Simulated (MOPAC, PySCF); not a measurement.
C3H6Si, SMILES `C1[SiH2]C1=C`, neutral singlet in the gas phase. 

Z-matrix (Å, degrees):
```
C
C 1 1.3209
H 2 1.0839 1 121.60
H 2 1.0871 3 116.63 1 179.92
C 1 1.5152 2 136.48 3 179.97
H 5 1.0877 1 116.67 2 -68.31
H 5 1.0877 6 112.39 1 -138.55
Si 1 1.8189 2 155.83 3 0.01
H 8 1.4748 1 120.28 2 75.79
H 8 1.4749 9 113.72 1 153.42
```
Charge 0, multiplicity 1.

All levels are single points at this geometry (B3LYP-D3(BJ)/def2-TZVP); Pople sets use spherical d functions. Orbital energies aren't observables, and empty levels follow the basis.

```csv
level,HOMO (eV),LUMO (eV),gap (eV),dipole (D),"vertical IE, Delta-SCF (eV)"
B3LYP-D3(BJ)/def2-TZVP in PySCF,-7.10,-0.76,6.35,0.21,–
B3LYP/6-311+G** in PySCF,-7.13,-0.81,6.32,0.25,–
B3LYP/6-31G* in PySCF,-6.90,-0.28,6.62,0.21,9.25
B3LYP/LANL2DZ in PySCF,-7.22,-0.26,6.95,0.21,–
M06-2X/6-31G* in PySCF,-8.20,0.79,8.99,0.19,–
SVWN5/6-31G* in PySCF,-6.03,-1.29,4.75,0.36,9.26
HF/3-21G in PySCF,-9.94,3.94,13.88,0.15,–
AM1 in MOPAC,-10.08,0.63,10.71,0.28,–
PM6 in MOPAC,-9.16,-0.09,9.07,1.38,–
```
